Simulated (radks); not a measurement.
Problem. Hg IV, configuration [Xe] 4f14 5d9. Method: Dirac Kohn-Sham, BLYP, spin-unpolarised, spherical densities, point nucleus; open shells are shared between the two j in proportion to 2j + 1; computed with a radial shooting solver on a logarithmic mesh with Libxc functionals. Some entries of the table are withheld. Estimate them.

orbital,occ.,eigenvalue (eV),r(max) (bohr),<1/r> (bohr^-1)
1s1/2,2,-83090.69,0.01022,97.68
2s1/2,2,-14742.35,0.05934,24.05
2p1/2,2,-14143.94,0.04361,23.99
2p3/2,4,-12195.29,0.05110,19.41
3s1/2,2,-3523.985,(1),(2)
3p1/2,2,(3),0.1558,8.730
3p3/2,4,(4),0.1710,7.537
3d3/2,4,(5),0.1330,7.436
3d5/2,6,(6),0.1372,7.166
4s1/2,2,-801.3244,0.3761,3.737
4p1/2,2,-686.0872,0.3741,3.626
4p3/2,4,-581.8218,0.4052,3.212
4d3/2,4,-393.7364,0.3975,3.011
4d5/2,6,-374.3047,0.4071,2.916
5s1/2,2,-152.0224,0.8277,1.528
4f5/2,6,(7),0.3642,2.554
4f7/2,8,(8),0.3687,2.517
5p1/2,2,-113.8867,0.8720,1.403
5p3/2,4,-95.3734,0.9506,1.252
5d3/2,3.6,-43.5593,1.128,0.9591
5d5/2,5.4,-41.4915,1.162,0.9248

Solution. 
(1) 3s1/2 r(max) (bohr): 0.1670
(2) 3s1/2 <1/r> (bohr^-1): 8.821
(3) 3p1/2 eigenvalue (eV): -3254.965
(4) 3p3/2 eigenvalue (eV): -2823.344
(5) 3d3/2 eigenvalue (eV): -2378.833
(6) 3d5/2 eigenvalue (eV): -2286.367
(7) 4f5/2 eigenvalue (eV): -132.2356
(8) 4f7/2 eigenvalue (eV): -128.0400
